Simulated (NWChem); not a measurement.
System: SiHOCl₂F; SMILES O[Si](F)(Cl)Cl

```xyz
6

O     -1.3305    -0.1978    -1.3101
Si    -0.3476    -0.0365     0.0023
F     -1.2093     0.0184     1.3760
Cl     0.8630    -1.6762     0.0631
Cl     0.7486     1.7001    -0.0718
H     -1.8256     0.5992    -1.5713
```
Atoms are numbered in this order, from 1.

All runs: NWChem. Pople sets run with spherical d functions. STO-3G and 3-21G are far too small for this property and stand as cheap habits. Coordinates come from a PBE-D3(BJ)/def2-SVP optimisation. B3LYP is NWChem's, with the RPA form of VWN correlation. Field at 589 nm.

Order these runs by computing time, cheapest first, and give rough ratios: B3LYP/def2-SVP; B3LYP/aug-cc-pVDZ; B3LYP/def2-SVPD; B3LYP/STO-3G.

B3LYP/STO-3G (1), B3LYP/def2-SVP (6), B3LYP/def2-SVPD (20), B3LYP/aug-cc-pVDZ (60). Ratios are rough, from one shared machine; the cheapest took around 7 core-seconds (rough). What differs between the cheapest and the dearest: isotropic polarisability (bohr³) 20.9 → 55.8; anisotropy (bohr³) 14.3 → 14.9.
